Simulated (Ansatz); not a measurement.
Program: Ansatz. Geometries: PBE0-D4/def2-TZVP. ΔE: electronic, gas phase. CBS: MP2 limit from def2 TZ/QZ plus the TZ coupled-cluster correction, frozen cores. DFT in def2-TZVPP. Each species was taken in one conformer, which may not be the lowest.

Reaction (redistribution): `BC1C[SiH2]1` + `CO[SiH]([SiH3])Cl` → `BO[SiH]([SiH3])Cl` + `CC1C[SiH2]1`

`BC1C[SiH2]1`:

Cartesian coordinates in Å:
```
B -0.530 -0.802 -1.202
C 0.605 -0.518 -0.268
C 0.994 0.868 0.202
Si -0.588 0.328 0.989
H -0.887 -1.929 -1.387
H -1.097 0.104 -1.752
H 1.129 -1.340 0.217
H 1.892 0.940 0.806
H 0.904 1.659 -0.537
H -0.563 -0.261 2.342
H -1.860 0.951 0.589
```

`CO[SiH]([SiH3])Cl`:

Z-matrix (Å, degrees):
```
C
O 1 1.413
H 1 1.096 2 111.4
H 1 1.094 2 110.8 3 -121.3
H 1 1.091 2 108.0 3 119.4
Si 2 1.632 1 124.1 3 50.2
Cl 6 2.070 2 110.4 1 62.3
Si 6 2.334 2 107.6 1 -179.0
H 6 1.488 2 110.1 1 -52.8
H 8 1.485 6 109.5 2 -59.7
H 8 1.487 6 110.2 2 60.9
H 8 1.487 6 108.9 2 -179.4
```

`BO[SiH]([SiH3])Cl`:

Z-matrix (Å, degrees):
```
Si
O 1 1.654
Cl 1 2.054 2 108.1
Si 1 2.336 2 108.8 3 117.9
H 1 1.485 2 109.1 3 -116.0
B 2 1.352 1 130.9 3 101.1
H 4 1.485 1 109.3 2 -59.7
H 4 1.487 1 109.7 2 60.8
H 4 1.486 1 108.8 2 -179.7
H 6 1.197 2 117.9 1 -179.6
H 6 1.203 2 119.8 1 0.8
```

`CC1C[SiH2]1`:

Cartesian coordinates in Å:
```
C 0.198 1.345 -0.741
C 0.494 0.222 0.219
C 0.279 -1.222 -0.277
Si -0.836 -0.716 1.109
H -0.766 1.201 -1.238
H 0.962 1.408 -1.524
H 0.159 2.309 -0.228
H 1.421 0.351 0.774
H -0.146 -1.316 -1.273
H 1.081 -1.931 -0.095
H -2.250 -0.408 0.804
H -0.596 -1.242 2.470
```

| level | ΔE (eV) |
| --- | --- |
| ωB97X-V | -1.24 |
| HF/def2-QZVPP | -1.47 |

(1) What does CCSD(T)/CBS give? (Estimate.)

Largest T1 diagnostic among the species: 0.013.

Results:

(1) Computed: -1.25 eV. The listed levels differ from it by 0.01, -0.22 eV.

From PBE to PBE0 (25 % exact exchange), in def2-TZVPP and without D4, ΔE moves by −0.06 eV. In def2-TZVPP, CCSD(T) changes the Hartree–Fock value by +0.21 eV (the triples alone add +0.04 eV) and MP2 by +0.21 eV.
